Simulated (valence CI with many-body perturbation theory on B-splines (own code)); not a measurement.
The numbers below are computed, except where a source is named.
**Level structure of Nb¹⁸⁺**

Method: configuration interaction combined with many-body perturbation theory (CI+MBPT): five valence electrons over a frozen Dirac-Fock core [Ar], a basis of 7 s, 7 p, 8 d, 6 f, 4 g, 1 h functions for each j, with the one-electron correlation potential Σ1, the two-electron term Σ2, the three-electron term Σ3, Breit, model QED; selected CI, second order for the rest (own B-spline code, finite nucleus).

No measured levels were compared; by estimate terms of the open shell hold to 2 to 4 % of their energy, and close levels can change places. Core correlation moves these levels by up to 12000 cm⁻¹, and in measured spectra 5 to 20 % of such shifts remained as error; rates that hang on mixing are uncertain with them. Only levels of the ground parity were solved; by the run's estimate the other parity begins above the list, which can be wrong where configurations are misplaced.

Levels 1 to 37 of 37, with energies above the lowest level, 3d5 6S_5/2. "Leading %" is the weight of the configuration and term that name the level; weights of strongly mixed levels are sums over their largest components and can fall short. In the jj column 3d3/2^4 stands for four electrons in 3d with j = 3/2.

```tsv
No.	Configuration	Term	J	E (eV)	Leading %	g	Leading jj	Second component
1	3d5	6S	5/2	0.000	95	1.976	3d3/2^2 3d5/2^3 (38 %)	5 % 3d5 4P
2	3d5	4G	5/2	10.478	44	0.966	3d3/2^4 3d5/2 (64 %)	16 % 3d5 4P
3	3d5	4G	7/2	11.567	84	1.024	3d3/2^3 3d5/2^2 (66 %)	7 % 3d5 2F
4	3d5	4G	11/2	11.660	92	1.254	3d3/2^3 3d5/2^2 (51 %)	7 % 3d5 2H
5	3d5	4G	9/2	11.958	95	1.169	3d3/2^2 3d5/2^3 (58 %)	
6	3d5	4G	5/2	11.965	40	1.113	3d3/2^3 3d5/2^2 (47 %)	30 % 3d5 4P
7	3d5	4P	3/2	12.191	56	1.472	3d3/2^3 3d5/2^2 (76 %)	38 % 3d5 4D
8	3d5	4P	1/2	13.060	74	2.019	3d3/2^2 3d5/2^3 (50 %)	24 % 3d5 4D
9	3d5	4D	7/2	14.276	84	1.372	3d3/2^2 3d5/2^3 (74 %)	9 % 3d5 4G
10	3d5	4D	5/2	15.342	54	1.358	3d3/2^3 3d5/2^2 (45 %)	19 % 3d5 4P
11	3d5	4D	1/2	15.528	76	0.623	3d3/2^2 3d5/2^3 (82 %)	23 % 3d5 4P
12	3d5	4D	3/2	15.930	56	1.367	3d3/2^2 3d5/2^3 (55 %)	38 % 3d5 4P
13	3d5	2I	11/2	16.665	81	0.960	3d3/2^2 3d5/2^3 (60 %)	14 % 3d5 2H
14	3d5	2I	13/2	17.558	100	1.075	3d3/2^2 3d5/2^3 (100 %)	
15	3d5	2F	5/2	18.169	31	1.098	3d3/2 3d5/2^4 (46 %)	27 % 3d5 2D
16	3d5	2D	3/2	18.295	57	0.681	3d3/2^2 3d5/2^3 (65 %)	38 % 3d5 4F
17	3d5	2F	7/2	18.330	46	1.132	3d3/2^3 3d5/2^2 (68 %)	36 % 3d5 4F
18	3d5	4F	9/2	18.704	44	1.190	3d3/2^3 3d5/2^2 (56 %)	41 % 3d5 2G
19	3d5	4F	5/2	20.058	64	1.021	3d3/2^2 3d5/2^3 (71 %)	25 % 3d5 2F
20	3d5	2H	9/2	20.810	56	1.077	3d3/2^2 3d5/2^3 (96 %)	37 % 3d5 4F
21	3d5	2F	7/2	21.185	44	1.164	3d3/2 3d5/2^4 (60 %)	32 % 3d5 4F
22	3d5	4F	3/2	21.569	56	0.598	3d3/2 3d5/2^4 (59 %)	39 % 3d5 2D
23	3d5	2G	7/2	22.012	70	0.964	3d3/2^2 3d5/2^3 (72 %)	28 % 3d5 2F
24	3d5	2F	5/2	22.722	70	0.953	3d3/2^2 3d5/2^3 (55 %)	19 % 3d5 2D
25	3d5	2H	11/2	22.956	79	1.067	3d3/2 3d5/2^4 (88 %)	17 % 3d5 2I
26	3d5	2G	9/2	23.770	52	1.081	3d3/2 3d5/2^4 (71 %)	31 % 3d5 2H
27	3d5	2F	7/2	23.883	68	1.144	3d3/2 3d5/2^4 (50 %)	23 % 3d5 4F
28	3d5	2F	5/2	24.490	44	1.022	3d5/2^5 (56 %)	38 % 3d5 2D
29	3d5	2S	1/2	25.181	93	1.979	3d3/2^3 3d5/2^2 (38 %)	
30	3d5	2D	3/2	28.056	97	0.806	3d3/2 3d5/2^4 (36 %)	
31	3d5	2D	5/2	29.064	84	1.161	3d3/2 3d5/2^4 (44 %)	12 % 3d5 2F
32	3d5	2G	9/2	31.232	99	1.109	3d3/2^2 3d5/2^3 (78 %)	
33	3d5	2G	7/2	31.684	95	0.899	3d3/2 3d5/2^4 (48 %)	5 % 3d5 2F
34	3d5	2P	3/2	36.984	88	1.270	3d3/2^2 3d5/2^3 (75 %)	11 % 3d5 2D
35	3d5	2P	1/2	37.868	96	0.705	3d3/2^2 3d5/2^3 (43 %)	
36	3d5	2D	5/2	40.937	99	1.197	3d3/2^2 3d5/2^3 (80 %)	
37	3d5	2D	3/2	41.613	88	0.856	3d3/2 3d5/2^4 (66 %)	11 % 3d5 2P
```

Names give the largest LS component (configuration and term), which can be under half, so a name can repeat, a term be missing and a line seem to break the LS rules; names also repeat where a configuration has a term twice.

The ionisation energy to 3d4 5D_0 of the next ion comes out as 757.57 eV (NIST: 758 ± 3 eV (theoretical)). All 37 levels together are meant to be complete up to 43.270 eV.
